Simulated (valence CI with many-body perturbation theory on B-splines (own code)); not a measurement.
## Energy levels of Bi77+

Level of theory: relativistic CI+MBPT: four valence electrons over a frozen Dirac-Fock core [He], radial functions for each j: 11 s, 11 p, 9 d, 7 f, 5 g, 2 h, 1 i, with the one-electron correlation potential Σ1, the two-electron term Σ2, the three-electron term Σ3, Breit, model QED; selected CI, second order for the rest (own B-spline code, finite nucleus).

The last digits are not significant, and no measured levels were compared; by estimate large intervals hold to a few tenths of a per cent, small ones and those within an open d or f shell to about a per cent. Among the levels kept, up to 280 cm⁻¹ of a level comes from second order outside the variational space, and about a tenth of that is noise between levels of different J, which matters for small intervals.

Levels 1 to 45 of 110, with energies above the lowest level, (2s^2 2p1/2^2) J=0. "Leading %" is the weight of the configuration and term that name the level; weights of strongly mixed levels are sums over their largest components and can fall short. In the jj column 3d3/2^4 stands for four electrons in 3d with j = 3/2. Lifetimes count E1, E2, E3, M1 and M2 decay at the calculated energies, and are blank where another channel may lead or the interval is too uncertain; long ones can be off by a factor of two.

| No. | Configuration | Term | J | E (eV) | Leading % | g | Second component | Lifetime | Leading jj |
| --- | --- | --- | --- | --- | --- | --- | --- | --- | --- |
| 1 | 2s²2p² | ³P | 0 | 0 | 68 |  | 32 % 2s²2p² ¹S |  | 2s^2 2p1/2^2 (100 %) |
| 2 | 2s²2p² | ³P | 1 | 2421 | 100 | 1.460 |  | 11.8 ps | 2s^2 2p1/2 2p3/2 (100 %) |
| 3 | 2s²2p² | ¹D | 2 | 2439 | 66 | 1.120 | 34 % 2s²2p² ³P | 1.35 ns | 2s^2 2p1/2 2p3/2 (100 %) |
| 4 | 2s2p³ | ³P° | 2 | 2789 | 49 | 1.470 | 25 % 2s2p³ ⁵S° | 22.0 ps | 2s 2p1/2^2 2p3/2 (100 %) |
| 5 | 2s2p³ | ¹P° | 1 | 2892 | 32 | 1.110 | 30 % 2s2p³ ³D° | 25.0 fs | 2s 2p1/2^2 2p3/2 (100 %) |
| 6 | 2s²2p² | ³P | 2 | 4894 | 65 | 1.283 | 34 % 2s²2p² ¹D | 3.06 ps | 2s^2 2p3/2^2 (99 %) |
| 7 | 2s²2p² | ¹S | 0 | 4968 | 67 |  | 32 % 2s²2p² ³P | 2.83 ps | 2s^2 2p3/2^2 (99 %) |
| 8 | 2s2p³ | ⁵S° | 2 | 5177 | 51 | 1.538 | 46 % 2s2p³ ³D° | 105 fs | 2s 2p1/2 2p3/2^2 (100 %) |
| 9 | 2s2p³ | ³D° | 3 | 5224 | 100 | 1.282 |  | 111 fs | 2s 2p1/2 2p3/2^2 (100 %) |
| 10 | 2s2p³ | ³P° | 0 | 5302 | 100 |  |  | 32.3 fs | 2s 2p1/2 2p3/2^2 (100 %) |
| 11 | 2s2p³ | ³S° | 1 | 5329 | 54 | 1.293 | 44 % 2s2p³ ³D° | 16.3 fs | 2s 2p1/2 2p3/2^2 (100 %) |
| 12 | 2s2p³ | ¹D° | 2 | 5336 | 74 | 1.033 | 21 % 2s2p³ ³D° | 16.7 fs | 2s 2p1/2 2p3/2^2 (100 %) |
| 13 | 2s2p³ | ³P° | 1 | 5342 | 65 | 1.274 | 33 % 2s2p³ ¹P° | 29.7 fs | 2s 2p1/2 2p3/2^2 (100 %) |
| 14 | 2p⁴ | ³P | 2 | 5725 | 67 | 1.292 | 32 % 2p⁴ ¹D | 17.2 fs | 2p1/2^2 2p3/2^2 (99 %) |
| 15 | 2p⁴ | ¹S | 0 | 5802 | 65 |  | 34 % 2p⁴ ³P | 16.0 fs | 2p1/2^2 2p3/2^2 (99 %) |
| 16 | 2s2p³ | ³P° | 2 | 7721 | 51 | 1.432 | 20 % 2s2p³ ⁵S° | 33.6 fs | 2s 2p3/2^3 (100 %) |
| 17 | 2s2p³ | ¹P° | 1 | 7822 | 35 | 1.138 | 26 % 2s2p³ ³D° | 13.7 fs | 2s 2p3/2^3 (100 %) |
| 18 | 2p⁴ | ³P | 1 | 8168 | 100 | 1.460 |  | 11.1 fs | 2p1/2 2p3/2^3 (100 %) |
| 19 | 2p⁴ | ¹D | 2 | 8186 | 68 | 1.112 | 32 % 2p⁴ ³P | 11.3 fs | 2p1/2 2p3/2^3 (100 %) |
| 20 | 2p⁴ | ³P | 0 | 10676 | 66 |  | 34 % 2p⁴ ¹S | 8.34 fs | 2p3/2^4 (100 %) |
| 21 | 2s²2p3s | ³P° | 0 | 13706 | 100 |  |  | 2.38 fs | 2s^2 2p1/2 3s (100 %) |
| 22 | 2s²2p3s | ³P° | 1 | 13709 | 67 | 1.289 | 33 % 2s²2p3s ¹P° | 2.00 fs | 2s^2 2p1/2 3s (100 %) |
| 23 | 2s²2p3p | ³D | 1 | 13812 | 74 | 0.621 | 22 % 2s²2p3p ¹P | 148 fs | 2s^2 2p1/2 3p1/2 (100 %) |
| 24 | 2s²2p3p | ³P | 0 | 13872 | 67 |  | 32 % 2s²2p3p ¹S | 85.1 fs | 2s^2 2p1/2 3p1/2 (99 %) |
| 25 | 2s2p²3s | ⁵P | 1 | 14046 | 40 | 1.980 | 32 % 2s2p²3s ³S | 2.39 fs | 2s 2p1/2^2 3s (100 %) |
| 26 | 2s2p²3s | ³P | 0 | 14092 | 67 |  | 32 % 2s2p²3s ¹S | 2.54 fs | 2s 2p1/2^2 3s (99 %) |
| 27 | 2s2p²3p | ³P° | 1 | 14162 | 33 | 1.314 | 20 % 2s2p²3p ⁵D° | 1.14 fs | 2s 2p1/2^2 3p1/2 (100 %) |
| 28 | 2s2p²3p | ³P° | 0 | 14164 | 53 |  | 40 % 2s2p²3p ⁵D° | 104 fs | 2s 2p1/2^2 3p1/2 (100 %) |
| 29 | 2s²2p3p | ³D | 2 | 14554 | 51 | 1.136 | 32 % 2s²2p3p ¹D | 84.4 fs | 2s^2 2p1/2 3p3/2 (100 %) |
| 30 | 2s²2p3p | ³P | 1 | 14555 | 49 | 1.493 | 30 % 2s²2p3p ³S | 111 fs | 2s^2 2p1/2 3p3/2 (100 %) |
| 31 | 2s²2p3d | ³F° | 2 | 14629 | 75 | 0.734 | 20 % 2s²2p3d ¹D° | 2.33 fs | 2s^2 2p1/2 3d3/2 (100 %) |
| 32 | 2s²2p3d | ³D° | 1 | 14657 | 50 | 0.824 | 33 % 2s²2p3d ¹P° | 272 as | 2s^2 2p1/2 3d3/2 (100 %) |
| 33 | 2s²2p3d | ³P° | 2 | 14825 | 46 | 1.284 | 34 % 2s²2p3d ³D° | 412 as | 2s^2 2p1/2 3d5/2 (96 %) |
| 34 | 2s²2p3d | ³F° | 3 | 14830 | 45 | 1.086 | 32 % 2s²2p3d ¹F° | 407 as | 2s^2 2p1/2 3d5/2 (100 %) |
| 35 | 2s2p²3p | ³P° | 2 | 14898 | 36 | 1.476 | 18 % 2s2p²3p ⁵P° | 9.45 fs | 2s 2p1/2^2 3p3/2 (96 %) |
| 36 | 2s2p²3p | ³D° | 1 | 14903 | 30 | 1.143 | 22 % 2s2p²3p ¹P° | 1.25 fs | 2s 2p1/2^2 3p3/2 (100 %) |
| 37 | 2s2p²3d | ³D | 1 | 14971 | 48 | 0.476 | 34 % 2s2p²3d ⁵F | 2.52 fs | 2s 2p1/2^2 3d3/2 (100 %) |
| 38 | 2s2p²3d | ³D | 2 | 14977 | 30 | 1.091 | 15 % 2s2p²3d ⁵F | 2.17 fs | 2s 2p1/2^2 3d3/2 (99 %) |
| 39 | 2s2p²3d | ³D | 3 | 15163 | 39 | 1.317 | 16 % 2s2p²3d ⁵D | 408 as | 2s 2p1/2^2 3d5/2 (100 %) |
| 40 | 2s2p²3d | ³D | 2 | 15182 | 26 | 1.038 | 24 % 2s2p²3d ³F | 413 as | 2s 2p1/2^2 3d5/2 (99 %) |
| 41 | 2s²2p3s | ³P° | 2 | 16190 | 99 | 1.459 |  | 3.14 fs | 2s^2 2p3/2 3s (99 %) |
| 42 | 2s²2p3s | ¹P° | 1 | 16201 | 66 | 1.114 | 33 % 2s²2p3s ³P° | 1.64 fs | 2s^2 2p3/2 3s (99 %) |
| 43 | 2s²2p3p | ³P | 1 | 16320 | 50 | 1.443 | 28 % 2s²2p3p ³S | 70.2 fs | 2s^2 2p3/2 3p1/2 (98 %) |
| 44 | 2s²2p3p | ³D | 2 | 16321 | 48 | 1.132 | 33 % 2s²2p3p ¹D | 78.6 fs | 2s^2 2p3/2 3p1/2 (98 %) |
| 45 | 2s2p²3s | ⁵P | 2 | 16433 | 83 | 1.709 | 9 % 2s2p²3s ³P | 3.73 fs | 2s 2p1/2 2p3/2 3s (99 %) |

The ionisation energy to 2s²2p ²P°1/2 of the next ion comes out as 24155 eV (NIST: 24150 ± 120 eV (theoretical)). All 110 levels together are meant to be complete up to 17606 eV.
